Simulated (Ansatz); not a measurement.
`FCBCl` and `OBCF` differ in one atom or group.

Ansatz, PBE0-D4/def2-TZVP geometries, multiplicity 1. Each molecule was computed in one conformer, which needn't be the lowest.

| property | `FCBCl` |
| --- | --- |
| zero-point energy (PBE0-D4/def2-TZVP) / kJ/mol | 113.9 |
| size of the dipole moment (ωB97M-V/def2-TZVPP) / D | 1.96 |
| HOMO energy (PBE0/def2-TZVPP) / eV | -8.63 |
| HOMO–LUMO gap (PBE0/def2-TZVPP) / eV | 7.11 |
| HOMO energy (ωB97M-V/def2-TZVPP) / eV | -10.94 |
| size of the dipole moment (PBE/def2-TZVPP) / D | 1.77 |

(1) What does the change do to each property? (An estimate is asked.)

Results:

(1) Computed: 
| property | `OBCF` | shift |
| --- | --- | --- |
| zero-point energy (PBE0-D4/def2-TZVP) / kJ/mol | 150.8 | 36.9 |
| size of the dipole moment (ωB97M-V/def2-TZVPP) / D | 2.48 | 0.52 |
| HOMO energy (PBE0/def2-TZVPP) / eV | -8.60 | 0.03 |
| HOMO–LUMO gap (PBE0/def2-TZVPP) / eV | 8.29 | 1.18 |
| HOMO energy (ωB97M-V/def2-TZVPP) / eV | -10.97 | -0.03 |
| size of the dipole moment (PBE/def2-TZVPP) / D | 2.41 | 0.64 |

The zero-point energy changes by 36.9 kJ/mol with +3 modes. Dipoles are sizes alone; their direction can turn.
